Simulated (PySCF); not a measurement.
Geometry:
```csv
atom,x (Å),y (Å),z (Å)
N1,1.963,0.821,2.050
C2,1.553,0.148,1.221
C3,1.005,-0.695,0.184
C4,-0.463,-1.057,0.501
C5,-1.432,-0.055,-0.137
C6,-0.718,1.269,-0.379
O7,0.322,1.082,-1.330
C8,1.162,0.069,-1.142
O9,2.000,-0.213,-1.948
H10,1.629,-1.592,0.120
H11,-0.591,-1.067,1.586
H12,-0.669,-2.062,0.133
H13,-2.300,0.104,0.502
H14,-1.781,-0.428,-1.103
H15,-1.382,2.012,-0.824
H16,-0.306,1.672,0.555
```

Geometry: GFN2-xTB; GIAO shifts from PySCF 2.14, gas phase, non-relativistic, averaged over equivalent atoms.

At wB97X-D/ANO-RCC-VDZP (161 basis functions, of the order of 3 core-minutes):
```tsv
atoms	δ (ppm)
N1	287.7
C8	165.6
C2	117.6
C6	65.3
C3	31.0
C4	25.4
C5	24.9
O9	437.1
O7	202.8
H16	5.01
H15	4.32
H10	3.42
H11	2.23
H12	2.08
H13	1.83
H14	1.76
```

Scale: $^{15}$N (σ = 271.95 ppm) against NH3; $^{13}$C (σ = 190.56 ppm), $^{1}$H (σ = 31.89 ppm) against TMS; $^{17}$O (σ = 334.39 ppm) against H2O (reference shieldings calculated alike).

Q: Estimate the result of repeating the calculation with PBE0/pcSseg-1.

A: 
| atoms | δ at PBE0/pcSseg-1 | change |
| --- | --- | --- |
| N1 | 305.2 | +17.5 |
| C8 | 167.9 | +2.3 |
| C2 | 123.9 | +6.3 |
| C6 | 67.4 | +2.1 |
| C3 | 31.7 | +0.7 |
| C4 | 27.1 | +1.7 |
| C5 | 26.2 | +1.3 |
| O9 | 473.6 | +36.5 |
| O7 | 222.6 | +19.8 |
| H16 | 5.03 | +0.02 |
| H15 | 4.49 | +0.17 |
| H10 | 3.42 | +0.00 |
| H11 | 2.33 | +0.10 |
| H12 | 2.28 | +0.20 |
| H13 | 1.87 | +0.04 |
| H14 | 1.83 | +0.07 |

Shifts are taken against calculated references (same method and geometry level): NH3 for $^{15}$N (267.73 ppm); $^{13}$C (186.93 ppm), $^{1}$H (31.72 ppm) against TMS; $^{17}$O (336.08 ppm) against H2O.

The largest change is at O9 (ester carbonyl oxygen). Cost: 188 basis functions, of the order of 100 core-seconds. The order of the carbon signals is the same at both levels.

Unscaled 17O shifts of doubly bonded oxygen tend to come out too high, by tens of ppm or more. Experimental scales use liquid or dissolved standards, which lie at an offset from isolated NH3 (liquid NH3: subtract about 20 ppm) and H2O (liquid H2O: subtract about 36 ppm). Unscaled 15N shifts of sp2 nitrogen come out 20 to 40 ppm too high even then.
